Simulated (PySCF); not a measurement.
# Correlation energy of Tc⁺ (technetium, charge +1)

[Kr] 4d6, high-spin 5D determinant (an excited configuration). All numbers are calculated (PySCF 2.14, scalar relativity through the core potential, in def2-TZVPPD with the def2 core potential (28 electrons) (6s4p3d2f1g, 56 functions)). Frozen: 4s2 4p6; 6 electrons correlated.

```
  level  correlation energy (mhartree)
   CCSD                        -111.76
    (T)                          -3.24
CCSD(T)                        -115.00
```

Diagnostics: T1 = 0.0029, D1 = 0.0057, largest double amplitude 0.045.

Cost of the coupled-cluster step: of the order of 5 core-seconds, for 6 correlated electrons.

Iterations:

```
CC2 = 0
CCSD nocc = (np.int64(5), np.int64(1)), nmo = (52, 52)
frozen orbitals [[0, 1, 2, 3], [0, 1, 2, 3]]
max_cycle = 100
direct = 0
conv_tol = 1e-08
conv_tol_normt = 1e-06
diis_space = 8
diis_start_cycle = 0
Init t2, MP2 energy = -0.104770048363925
Init E_corr(UCCSD) = -0.104770048370167
cycle = 1  E_corr(UCCSD) = -0.110280445878533  dE = -0.00551039751  norm(t1,t2) = 0.0209242
cycle = 2  E_corr(UCCSD) = -0.11093599003006  dE = -0.000655544152  norm(t1,t2) = 0.0117316
cycle = 3  E_corr(UCCSD) = -0.111620881113629  dE = -0.000684891084  norm(t1,t2) = 0.00850638
cycle = 4  E_corr(UCCSD) = -0.111686606355424  dE = -6.57252418e-05  norm(t1,t2) = 0.00375081
cycle = 5  E_corr(UCCSD) = -0.111750993940888  dE = -6.43875855e-05  norm(t1,t2) = 0.00158104
cycle = 6  E_corr(UCCSD) = -0.111758650566454  dE = -7.65662557e-06  norm(t1,t2) = 0.000649811
cycle = 7  E_corr(UCCSD) = -0.111754765897834  dE = 3.88466862e-06  norm(t1,t2) = 0.000264422
cycle = 8  E_corr(UCCSD) = -0.111757527085214  dE = -2.76118738e-06  norm(t1,t2) = 0.000138587
cycle = 9  E_corr(UCCSD) = -0.111757661415223  dE = -1.34330009e-07  norm(t1,t2) = 7.48349e-05
cycle = 10  E_corr(UCCSD) = -0.11175762558588  dE = 3.58293428e-08  norm(t1,t2) = 3.90612e-05
cycle = 11  E_corr(UCCSD) = -0.111757794238794  dE = -1.68652914e-07  norm(t1,t2) = 2.10091e-05
cycle = 12  E_corr(UCCSD) = -0.111757801623809  dE = -7.38501493e-09  norm(t1,t2) = 1.10059e-05
cycle = 13  E_corr(UCCSD) = -0.111757755773167  dE = 4.58506422e-08  norm(t1,t2) = 3.45589e-06
cycle = 14  E_corr(UCCSD) = -0.111757743688906  dE = 1.20842616e-08  norm(t1,t2) = 8.37704e-07
cycle = 15  E_corr(UCCSD) = -0.111757744934413  dE = -1.24550693e-09  norm(t1,t2) = 3.62148e-07
UCCSD converged
E(UCCSD) = -79.96536440361577  E_corr = -0.1117577449344126
UCCSD(T) correction = -0.00324159707588556
```
